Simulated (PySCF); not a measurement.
PySCF job for As₂, SMILES [As]#[As], ADC(2)/aug-cc-pVDZ. The structure is a stationary point at B3LYP-D3(BJ)/def2-TZVP.

```python
import numpy as np
from pyscf import gto, scf, dft, adc

mol = gto.M(
    atom='''
    As    0.00000000    0.00000000   -1.05206646
    As    0.00000000    0.00000000    1.05206646
    ''',
    basis='aug-cc-pVDZ',
    charge=0,
    spin=0,
    max_memory=1600,
    verbose=4,
)
mf = scf.RHF(mol)
mf.conv_tol = 1e-10
mf.max_cycle = 100
mf.kernel()
res = {}
for kind, nroots in (('ee', 6), ('ip', 6), ('ea', 2)):
    a = adc.ADC(mf).density_fit('aug-cc-pvdz-ri')
    a.method, a.method_type = 'adc(2)', kind
    e, v, p, x = a.kernel(nroots=nroots)
    res[kind] = (e * 27.211386245988, p)
for kind, (e, p) in res.items():
    print(kind, 'energies / eV', np.round(e, 3), 'strengths', np.round(p, 4))
```

Program output:

```
PySCF version 2.14.0

[INPUT] verbose = 4
[INPUT] num. atoms = 2
[INPUT] num. electrons = 66
[INPUT] charge = 0
[INPUT] spin (= nelec alpha-beta = 2S) = 0
[INPUT] symmetry False subgroup None
[INPUT] Mole.unit = angstrom
[INPUT] Symbol           X                Y                Z      unit          X                Y                Z       unit  Magmom
[INPUT]  1 As     0.000000000000   0.000000000000  -1.052066460000 AA    0.000000000000   0.000000000000  -1.988117474241 Bohr   0.0
[INPUT]  2 As     0.000000000000   0.000000000000   1.052066460000 AA    0.000000000000   0.000000000000   1.988117474241 Bohr   0.0

nuclear repulsion = 273.877176301144
number of shells = 18
number of NR pGTOs = 172
number of NR cGTOs = 72
basis = aug-cc-pVDZ
ecp = {}


[settings echo left out]
init E= -4466.94743616935
  HOMO = -0.279205151662569  LUMO = -0.0795681084958028  gap/eV = 5.43240
cycle= 1 E= -4468.34473070515  delta_E= -1.4  |g|= 0.102  |ddm|= 1.42
  HOMO = -0.351717078954909  LUMO = -0.00849455838037851  gap/eV = 9.33956
cycle= 2 E= -4468.3512075802  delta_E= -0.00648  |g|= 0.0355  |ddm|= 0.207
  HOMO = -0.339308673217863  LUMO = 0.00187901849386441  gap/eV = 9.28419
cycle= 3 E= -4468.35193351103  delta_E= -0.000726  |g|= 0.0106  |ddm|= 0.0927
  HOMO = -0.342028256967964  LUMO = 0.00100855895395922  gap/eV = 9.33451
cycle= 4 E= -4468.35199889158  delta_E= -6.54e-05  |g|= 0.000969  |ddm|= 0.0259
  HOMO = -0.342216599282292  LUMO = 0.000926564530393442  gap/eV = 9.33740
cycle= 5 E= -4468.35199962059  delta_E= -7.29e-07  |g|= 0.000151  |ddm|= 0.00342
  HOMO = -0.342222921386029  LUMO = 0.000928822458914048  gap/eV = 9.33763
cycle= 6 E= -4468.35199964104  delta_E= -2.04e-08  |g|= 3.69e-05  |ddm|= 0.000446
  HOMO = -0.34222582943283  LUMO = 0.000931695729211569  gap/eV = 9.33779
cycle= 7 E= -4468.3519996426  delta_E= -1.56e-09  |g|= 8.06e-06  |ddm|= 9.33e-05
  HOMO = -0.342225042556871  LUMO = 0.000932835941024912  gap/eV = 9.33780
cycle= 8 E= -4468.35199964268  delta_E= -7.73e-11  |g|= 5.99e-07  |ddm|= 2.66e-05
  HOMO = -0.342224917180658  LUMO = 0.000933014698651822  gap/eV = 9.33780
Extra cycle  E= -4468.35199964267  delta_E= 7.28e-12  |g|= 1.92e-07  |ddm|= 1.24e-06
converged SCF energy = -4468.35199964267

******** <class 'pyscf.adc.radc.RADC'> ********
******** ADC Orbital Information ********
Number of Frozen Occupied Orbitals: 0
Number of Frozen Virtual Orbitals: 0
Number of Active Occupied Orbitals: 33
Number of Active Virtual Orbitals: 39
*****************************************
******** <class 'pyscf.df.df.DF'> ********
auxbasis = aug-cc-pvdz-ri
Reference correlation energy (doubles): -0.27936111
MP2 correlation energy of reference state (a.u.) = -0.27936111

******** <class 'pyscf.adc.radc_ee.RADCEE'> ********
max_space = 12
max_cycle = 50
conv_tol = 1e-08

*************************************************************
        ADC calculation summary (singlet states only)
*************************************************************
adc(2) root 0  |  Energy (Eh) =   0.1346206303  |  Energy (eV) =   3.66321394  |  Osc. strength = 0.00000000  |  conv = True
adc(2) root 1  |  Energy (Eh) =   0.1457373935  |  Energy (eV) =   3.96571647  |  Osc. strength = 0.00000000  |  conv = True
adc(2) root 2  |  Energy (Eh) =   0.1457373946  |  Energy (eV) =   3.96571650  |  Osc. strength = 0.00000000  |  conv = True
adc(2) root 3  |  Energy (Eh) =   0.1523410689  |  Energy (eV) =   4.14541163  |  Osc. strength = 0.00000000  |  conv = True
adc(2) root 4  |  Energy (Eh) =   0.1523410689  |  Energy (eV) =   4.14541163  |  Osc. strength = 0.00000000  |  conv = True
adc(2) root 5  |  Energy (Eh) =   0.2189345490  |  Energy (eV) =   5.95751252  |  Osc. strength = 0.27111358  |  conv = True

******** <class 'pyscf.adc.radc.RADC'> ********
******** ADC Orbital Information ********
Number of Frozen Occupied Orbitals: 0
Number of Frozen Virtual Orbitals: 0
Number of Active Occupied Orbitals: 33
Number of Active Virtual Orbitals: 39
*****************************************
******** <class 'pyscf.df.df.DF'> ********
auxbasis = aug-cc-pvdz-ri
Reference correlation energy (doubles): -0.27936111
MP2 correlation energy of reference state (a.u.) = -0.27936111

******** <class 'pyscf.adc.radc_ip.RADCIP'> ********
max_space = 12
max_cycle = 50
conv_tol = 1e-08

*************************************************************
        ADC calculation summary (doublet states only)
*************************************************************
adc(2) root 0  |  Energy (Eh) =   0.3569903823  |  Energy (eV) =   9.71420310  |  Spec. factor = 1.77535722  |  conv = True
adc(2) root 1  |  Energy (Eh) =   0.3572496687  |  Energy (eV) =   9.72125864  |  Spec. factor = 1.79977071  |  conv = True
adc(2) root 2  |  Energy (Eh) =   0.3572496687  |  Energy (eV) =   9.72125864  |  Spec. factor = 1.79977071  |  conv = True
adc(2) root 3  |  Energy (Eh) =   0.5171254021  |  Energy (eV) =  14.07169894  |  Spec. factor = 1.44166744  |  conv = True
adc(2) root 4  |  Energy (Eh) =   0.6853357900  |  Energy (eV) =  18.64893673  |  Spec. factor = 0.04312710  |  conv = True
adc(2) root 5  |  Energy (Eh) =   0.6853825354  |  Energy (eV) =  18.65020874  |  Spec. factor = 0.00123384  |  conv = True

******** <class 'pyscf.adc.radc.RADC'> ********
******** ADC Orbital Information ********
Number of Frozen Occupied Orbitals: 0
Number of Frozen Virtual Orbitals: 0
Number of Active Occupied Orbitals: 33
Number of Active Virtual Orbitals: 39
*****************************************
******** <class 'pyscf.df.df.DF'> ********
auxbasis = aug-cc-pvdz-ri
Reference correlation energy (doubles): -0.27936111
MP2 correlation energy of reference state (a.u.) = -0.27936111

******** <class 'pyscf.adc.radc_ea.RADCEA'> ********
max_space = 12
max_cycle = 50
conv_tol = 1e-08

*************************************************************
        ADC calculation summary (doublet states only)
*************************************************************
adc(2) root 0  |  Energy (Eh) =  -0.0205431242  |  Energy (eV) =  -0.55900688  |  Spec. factor = 1.81987691  |  conv = True
adc(2) root 1  |  Energy (Eh) =  -0.0205431242  |  Energy (eV) =  -0.55900688  |  Spec. factor = 1.81987691  |  conv = True
ee energies / eV [3.663 3.966 3.966 4.145 4.145 5.958] strengths [0.     0.     0.     0.     0.     0.2711]
ip energies / eV [ 9.714  9.721  9.721 14.072 18.649 18.65 ] strengths [1.7754e+00 1.7998e+00 1.7998e+00 1.4417e+00 4.3100e-02 1.2000e-03]
ea energies / eV [-0.559 -0.559] strengths [1.8199 1.8199]
```

Self-consistency was reached.

Cost: very roughly 110 core-seconds.
